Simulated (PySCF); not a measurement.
**Electron correlation in Fe (iron, neutral)**

[Ar] 3d6 4s2, high-spin 5D determinant. Calculation: PySCF 2.14, in Sapporo-DKH3-DZP-2012 (6s4p3d1f, 40 functions); the spin-free X2C one-electron Hamiltonian (Gaussian nucleus). Frozen: [Ar]; 8 electrons correlated.

MP2 pair energies summed by pair of shells (mhartree):

```json
{"pair": "3d-3d", "energy": "-100.24", "share (%)": "67.2"}
{"pair": "3d-4s", "energy": "-28.62", "share (%)": "19.2"}
{"pair": "4s-4s", "energy": "-20.29", "share (%)": "13.6"}
```

Total MP2 correlation energy: -149.15 mhartree.

Same-spin part -70.27 and opposite-spin part -78.88 mhartree; SCS-MP2 scales them by 1/3 and 6/5 to -118.08 mhartree.
